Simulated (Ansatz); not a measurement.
This geometry of BrH₄SSi (7 atoms, charge 1, multiplicity 1) is a first-order saddle point.

Computed with RHF/def2-SVP (Ansatz).

```xyz
7
Properties=species:S:1:pos:R:3
S -1.350 0.437 -0.391
Si 0.833 0.151 0.496
Br 0.917 -1.923 1.131
H -1.764 -0.837 -0.441
H -1.071 0.563 -1.696
H 0.793 1.128 1.577
H 1.641 0.481 -0.675
```

Problem. Which two structures does it join? (They come from a converged band through this point; their orientation in space is the band's.)

Solution. No bond is made or broken. The dihedral H5–S1–Si2–Br3 goes from -164 to -50°.

Image 0:

```xyz
7
Properties=species:S:1:pos:R:3
S -1.411 0.123 -0.257
Si 0.825 0.078 0.480
Br 0.947 -1.828 1.506
H -1.394 -0.896 -1.129
H -1.365 1.106 -1.169
H 0.818 1.260 1.336
H 1.580 0.157 -0.767
```

Image 8:

```xyz
7
Properties=species:S:1:pos:R:3
S -1.129 0.571 -0.744
Si 0.853 0.171 0.454
Br 0.922 -1.956 0.878
H -2.016 -0.070 0.031
H -1.043 -0.375 -1.692
H 0.597 1.023 1.612
H 1.817 0.635 -0.540
```

Problem. How far does it lie above each of them?

Solution. 0.028 eV above the first and 0.054 eV above the second. This is the barrier of this one path; another mechanism may lie lower. Limits of this set-up: the dipole of an ion depends on the origin.

Run time: 69 s on 1 CPU thread of a shared host.
